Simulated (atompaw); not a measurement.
Before and after: PAW (atompaw) potential for carbon (C)

C (Z = 6), PAW, made with atompaw 4.2.0.5 (PBEsol, scalar-relativistic). Core [He], reference 2s1.5 2p2.5. Waves: 2s (bound): rc 2.90 bohr; 2s channel at -0.7 Ry: rc 2.90 bohr; 2p (bound): rc 2.90 bohr; 2p channel at 1.3 Ry: rc 2.90 bohr. Local part: ultrasoft scheme with l = 2 at 1 Ry, radius 2.25 bohr. Core correction: smooth core density matched at 2.65 bohr. Augmentation charge: besselshape compensation charge, radius 2.45 bohr; PAW radius 2.90 bohr; waves and projectors: custom polynom2 7 10 vanderbiltortho.

All-electron outer shells of the reference configuration (PBEsol, scalar-relativistic, ld1.x):

| shell | level (eV) | outermost node (bohr) | outermost maximum (bohr) |
| --- | --- | --- | --- |
| 1s | -272.53 | – | 0.18 |
| 2s | -13.88 | 0.38 | 1.22 |
| 2p | -5.46 | – | 1.20 |

Change: local potential bessel scheme, radius 2.25 bohr.

Cutoffs: the cutoffs (Ry, on a coarse ladder) from which the occupation-weighted sum of valence levels, in a spherical-Bessel basis at the reference potential, stays within 10 and 1 mRy of its value at 400 Ry; they do not see the model core or the augmentation charge, which bear on the density cutoff.

Question: What does the change do?

Answer: The potential gets harder (10 Ry and 30 Ry → 12 Ry and 30 Ry); neither file shows a bound ghost.

```tsv
quantity	base	changed
cutoff, loose	10 Ry	12 Ry
cutoff, tight	30 Ry	30 Ry
bound ghosts	none	none
s: phases at 2.92 bohr within 0.05 rad from the reference energy up to (Ry; the scan ends near 5)	0.9	1.1
p: phases at 2.92 bohr within 0.05 rad from the reference energy up to (Ry; the scan ends near 5)	3.5	3.1
lowest overlap eigenvalue by channel	s 0.82, p 0.89	s 0.82, p 0.89
```

 The cutoffs see the waves, projectors and local potential, not the compensation charge or the core.
